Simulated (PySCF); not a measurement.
Species: C₃H₁₂Si₃.
Numbering: `[CH2:1]1[SiH2:2][CH2:3][SiH2:4][CH2:5][SiH2:6]1`

Cartesian coordinates in Å at the PBE0-D3(BJ)/def2-SVP level; atoms count from 1:
```xyz
18
C3H12Si3 angstrom
C     -0.705    1.332   -0.995
Si     1.079    1.431   -0.395
C      1.764   -0.311   -0.168
Si     0.712   -1.395    0.958
C     -1.060   -1.428    0.318
Si    -1.813    0.288    0.115
H     -0.710    0.895   -2.009
H     -1.121    2.350   -1.086
H      1.917    2.200   -1.371
H      1.122    2.155    0.915
H      1.829   -0.791   -1.161
H      2.793   -0.255    0.226
H      1.275   -2.782    1.027
H      0.722   -0.824    2.342
H     -1.689   -2.026    0.999
H     -1.075   -1.939   -0.662
H     -1.920    0.940    1.459
H     -3.194    0.191   -0.458
```

Definitions: NICS(0) = −σiso at the ring centroid; NICS(1) = −σiso and NICS(1)zz = −σzz at ±1 Å along the ring normal z. Level: GIAO KT2/pcSseg-1 (PySCF, non-relativistic, gas phase) on the PBE0-D3(BJ)/def2-SVP geometry, one conformer.

Ring bond lengths (Å): C1–Si2 1.885, Si2–C3 1.885, C3–Si4 1.884, Si4–C5 1.884, C5–Si6 1.885, Si6–C1 1.884.

Problem. Give the NICS values of each ring in ppm.

Solution. 
| ring | type | NICS(0) | NICS(1), two faces | NICS(1)zz, two faces | rms pucker (Å) | centre to ring atoms, mean (Å) |
| --- | --- | --- | --- | --- | --- | --- |
| C1–Si2–C3–Si4–C5–Si6 | 6-membered ring with 3 Si; formal bonds all single | -1.9 | -1.3 / -2.2 | 3.8 / 5.4 | 0.28 | 1.82 |

Problem. What can be read from them?

Solution. 
- C1–Si2–C3–Si4–C5–Si6: mean NICS(1)zz 4.6 ppm, deshielded. C1, Si2, C3, Si4, C5, Si6 have four or more neighbours; no verdict on aromaticity is drawn.

Problem. How shielded are the nuclei of the rings and their hydrogens (means over atoms taken as equivalent)?

Solution. 
```json
{"atoms": "C1 (×3)", "environment": "sp3 carbon bound to silicon", "σ isotropic (ppm)": "190.4", "principal values of the symmetric part, first atom (ppm)": "181.7, 186.1, 203.5"}
{"atoms": "Si2 (×3)", "environment": "SiH2 silicon", "σ isotropic (ppm)": "399.9", "principal values of the symmetric part, first atom (ppm)": "369.9, 391.0, 438.5"}
{"atoms": "H7 (×6)", "environment": "methylene hydrogen", "σ isotropic (ppm)": "31.27", "principal values of the symmetric part, first atom (ppm)": "27.8, 28.3, 37.6"}
{"atoms": "H9 (×6)", "environment": "Si–H hydrogen", "σ isotropic (ppm)": "26.60", "principal values of the symmetric part, first atom (ppm)": "22.4, 24.4, 32.4"}
```

Problem. How do the values depend on the level or the medium?

Solution. 
```tsv
level	NICS(0), C1–Si2–C3–Si4–C5–Si6	mean NICS(1)zz, C1–Si2–C3–Si4–C5–Si6
KT2/pcSseg-1, gas	-1.9	4.6
PBE0/pcSseg-1, gas	-2.2	4.3
```

The geometry is the same throughout.
